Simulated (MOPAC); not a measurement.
Input file for MOPAC: PM6 on CuNi, 2S+1 = 2, a spin state set in the input, which need not be the lowest, a point of a bond scan (R = 2.354 Å).

```
PM6 1SCF PRECISE CHARGE=0 UHF MS=0.5 THREADS=1
CuNi

Ni     0.00000000 1     0.00000000 1     0.00000000 1
Cu     0.00000000 1     0.00000000 1     2.35396500 1
```

It printed:

```
*******************************************************************************
 **                                                                           **
 **                              MOPAC v23.2.5                                **
 **                                                                           **
 *******************************************************************************
 ** MOPAC's Digital Object Identifier: https://doi.org/10.5281/zenodo.6511958 **
 **                                                                           **
 ** Please cite the open-source release paper for use of this MOPAC version:  **
 ** J. E. Moussa and J. J. P. Stewart (2026)                                  **
 ** MOPAC: An open-source semiempirical molecular orbital program             **
 ** J. Open Source Softw., 11(119), 8025, https://doi.org/10.21105/joss.08025 **
 *******************************************************************************

                              PM6 CALCULATION RESULTS

 *******************************************************************************
 *  PM6        - The PM6 Hamiltonian to be used
 *  UHF        - UNRESTRICTED HARTREE-FOCK CALCULATION
 *
 *
 *
 *                 CHARGE ON SYSTEM = 0
 *
 *
 *
 *  MS=        - IN MECI, MAGNETIC COMPONENT OF SPIN =  0.5
 *  PRECISE    - TIGHTER CRITERIA TO BE USED
 *  1SCF       - DO 1 SCF AND THEN STOP
 *  THREADS=1  - MULTI-THREADING NOT USED
 *  T=         - A TIME OF 172800.0 SECONDS REQUESTED
 *  DUMP=N     - RESTART FILE WRITTEN EVERY 7200.0 SECONDS REQUESTED
 *******************************************************************************
PM6 1SCF PRECISE CHARGE=0 UHF MS=0.5 THREADS=1
 CuNi

   ATOM   CHEMICAL          X               Y               Z
  NUMBER   SYMBOL      (ANGSTROMS)     (ANGSTROMS)     (ANGSTROMS)

     1      Ni          0.00000000  *   0.00000000  *   0.00000000  *
     2      Cu          0.00000000  *   0.00000000  *   2.35396500  *



          CARTESIAN COORDINATES

    NO.       ATOM           X           Y           Z

     1        Ni          0.0000      0.0000      0.0000
     2        Cu          0.0000      0.0000      2.3540

 General Reference for PM6:
 "Optimization of Parameters for Semiempirical Methods V: Modification of NDDO Approximations
 and Application to 70 Elements", J. J. P. Stewart, J. Mol. Mod., 13, 1173-1213 (2007)
 URL: https://link.springer.com/article/10.1007/s00894-007-0233-4

           Empirical Formula: Ni Cu  =     2 atoms



      MOLECULAR POINT GROUP   :   C*v


          UHF CALCULATION, NO. OF ALPHA ELECTRONS =   11
                           NO. OF BETA  ELECTRONS =   10

 -------------------------------------------------------------------------------
 PM6 1SCF PRECISE CHARGE=0 UHF MS=0.5 THREADS=1
 CuNi



     1SCF WAS SPECIFIED, SO BFGS WAS NOT USED
     SCF FIELD WAS ACHIEVED


                              PM6 CALCULATION
                                                       MOPAC v23.2.5 Linux




          FINAL HEAT OF FORMATION =        792.21060 KCAL/MOL =    3314.60914 KJ/MOL


          COSMO AREA              =         65.42 SQUARE ANGSTROMS
          COSMO VOLUME            =         44.98 CUBIC ANGSTROMS

          IONIZATION POTENTIAL    =          8.135391 EV
          ALPHA SOMO LUMO (EV)    =         -8.750  1.267
          BETA  SOMO LUMO (EV)    =         -8.135  0.561
          NO. OF ALPHA ELECTRONS  =         11
          NO. OF BETA  ELECTRONS  =         10
          MOLECULAR WEIGHT        =        122.2560         POINT GROUP:  C*v

          MOLECULAR DIMENSIONS (Angstroms)

            Atom       Atom       Distance
           Cu     2   Ni     1     2.35397
           Cu     2   Ni     1     0.00000
           Ni     1   Cu     2     0.00000


          SCF CALCULATIONS        =          1





   ATOM   CHEMICAL          X               Y               Z
  NUMBER   SYMBOL      (ANGSTROMS)     (ANGSTROMS)     (ANGSTROMS)

     1      Ni          0.00000000  *   0.00000000  *   0.00000000  *
     2      Cu          0.00000000  *   0.00000000  *   2.35396500  *

                             CARTESIAN COORDINATES

   1   Ni        0.000000000     0.000000000     0.000000000
   2   Cu        0.000000000     0.000000000     2.353965000


           Empirical Formula: Ni Cu  =     2 atoms



      MOLECULAR POINT GROUP   :   C*v


          ALPHA EIGENVALUES
 -11.92765 -10.98709 -10.98709 -10.88872 -10.88872 -10.10666  -9.39168  -9.11034
  -9.11034  -8.75044  -8.75044   1.26719  15.64896  15.64896  15.97703 126.37144
 126.37144 126.54400


           BETA EIGENVALUES
 -11.60018 -11.05904 -11.05904 -10.95419 -10.95419  -9.98765  -8.78169  -8.78169
  -8.13539  -8.13539   0.56089   1.78019  15.84899  15.84899  16.23962 126.30826
 126.30826 126.44691


              NET ATOMIC CHARGES AND DIPOLE CONTRIBUTIONS

  ATOM NO.   TYPE          CHARGE      No. of ELECS.   s-Pop       p-Pop       d-Pop
    1         Ni          -0.233511       10.2335     1.20627     0.01859     9.00865
    2         Cu           0.233511       10.7665     0.78878     0.00008     9.97763
 DIPOLE           X         Y         Z       TOTAL
 POINT-CHG.     0.000     0.000     2.640     2.640
 HYBRID         0.000     0.000    -0.828     0.828
 SUM            0.000     0.000     1.812     1.812


          ATOMIC ORBITAL ELECTRON POPULATIONS

     Atom    s        px        py        pz      x^2-y^2     xz        z^2       yz        xy
    1 Ni   1.20627   0.00080   0.00080   0.01699   2.00000   1.99999   1.00868   1.99999   2.00000
    2 Cu   0.78878   0.00001   0.00001   0.00006   2.00000   1.99921   1.97922   1.99921   2.00000


                    (SZ)    =    0.500000
                    (S**2)  =    0.752023


          ATOMIC ORBITAL SPIN POPULATIONS

    Atom   Total    s     px     py     pz   x^2-y^2  xz     z^2    yz     xy
         Atomic
    1 Ni  1.0333  0.057  0.000  0.000 -0.001 -0.000  0.000  0.978  0.000  0.000
    2 Cu -0.0333 -0.042 -0.000 -0.000  0.000 -0.000 -0.000  0.009 -0.000  0.000

 **********************
 *                    *
 * JOB ENDED NORMALLY *
 *                    *
 **********************




 == MOPAC DONE ==
```

The run finished.

Cost: about 0.03 core-seconds (a rough figure).
